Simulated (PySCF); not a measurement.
**Gas-phase XPS of `CC[Si]([SiH3])([SiH3])Cl`, computed**

Species: C2H11ClSi3.
Numbering: `[CH3:1][CH2:2][Si:3]([SiH3:4])([SiH3:5])[Cl:6]`

Cartesian coordinates in Å at the PBE0-D3(BJ)/def2-SVP level; atoms count from 1:
```
atom  x, y, z in Å
C1    -2.4019    0.2344   -0.3471
C2    -1.0794   -0.1921   -0.9768
Si3    0.3241   -0.4123    0.2629
Si4    0.7534    1.5474    1.4766
Si5    2.2612   -1.2854   -0.7252
Cl6   -0.2966   -1.8304    1.6824
H7    -2.3189    1.2158    0.1463
H8    -3.2004    0.3099   -1.1011
H9    -2.7272   -0.4894    0.4155
H10   -1.1921   -1.1476   -1.5177
H11   -0.7366    0.5454   -1.7248
H12    1.8897    1.3194    2.4201
H13   -0.4555    1.9530    2.2575
H14    1.1210    2.6575    0.5409
H15    1.9426   -2.5794   -1.4043
H16    3.3059   -1.5188    0.3169
H17    2.7973   -0.3250   -1.7411
```

The calculation used delta-SCF UKS SCAN, pcX-2 on the ionised atom, pcseg-1 elsewhere, spin-free X2C in PySCF. These are vertical core ionisation energies against the vacuum level, from separate self-consistent calculations with and without the core hole.

Problem. What binding energy does each computed site have?

Solution. 
| atom(s) | environment | level | binding energy (eV) | 2p1/2 (eV) | above the level's lowest (eV) | count |
| --- | --- | --- | --- | --- | --- | --- |
| Cl6 | silicon-bound chlorine | Cl 1s | 2827.98 | – | 0.00 | 1 |
| Si3 | chlorine-bound silicon | Si 1s | 1846.60 | – | +0.42 | 1 |
| Si4/Si5 | SiH3 silicon | Si 1s | 1846.18 | – | 0.00 | 2 |
| C1 | methyl carbon | C 1s | 290.75 | – | +0.40 | 1 |
| C2 | sp3 carbon bound to silicon | C 1s | 290.35 | – | 0.00 | 1 |
| Cl6 | silicon-bound chlorine | Cl 2p3/2 | 205.38 | 207.03 | 0.00 | 1 |
| Si3 | chlorine-bound silicon | Si 2p3/2 | 106.82 | 107.44 | +0.34 | 1 |
| Si4/Si5 | SiH3 silicon | Si 2p3/2 | 106.48 | 107.10 | 0.00 | 2 |

The listed C 1s values span 0.40 eV, from C2 (bonded to C, 2 H and Si) to C1 (bonded to C and 3 H). Summing the Pauling electronegativity differences to the bonded atoms, each weighted by its formal bond order, gives -1.35 for the lowest site and -1.05 for the highest.

Lowest listed Si 1s: Si4/Si5, bonded to 3 H and Si. Highest, 0.42 eV above it: Si3, bonded to Cl, C and 2 Si. Summing the Pauling electronegativity differences to the bonded atoms, each weighted by its formal bond order, gives +0.90 for the lowest site and +1.91 for the highest.

The listed Si 2p3/2 values span 0.34 eV, from Si4/Si5 (bonded to 3 H and Si) to Si3 (bonded to Cl, C and 2 Si). Summing the Pauling electronegativity differences to the bonded atoms, each weighted by its formal bond order, gives +0.90 for the lowest site and +1.91 for the highest.

Problem. Express the binding energy of Si 2p3/2 of Si4/Si5 in atomic units and per mole.

Solution. 106.48 eV = 3.9131 Eh = 10274 kJ/mol.

One atom of each set of topologically equivalent atoms was ionised and stands for the set; in this conformer not all members are related by symmetry, and their own values weren't computed. 2p3/2 and 2p1/2 are the ΔSCF energy of one spin-free 2p hole plus the eigenvalues of a spin–orbit and ligand-field matrix of the shell. 2p1/2 minus 2p3/2 (ligand field included): Si 0.63 eV, Cl 1.65 eV. One conformer (not necessarily the lowest) at the PBE0-D3(BJ)/def2-SVP geometry, without solvent, vibrations or thermal averaging.
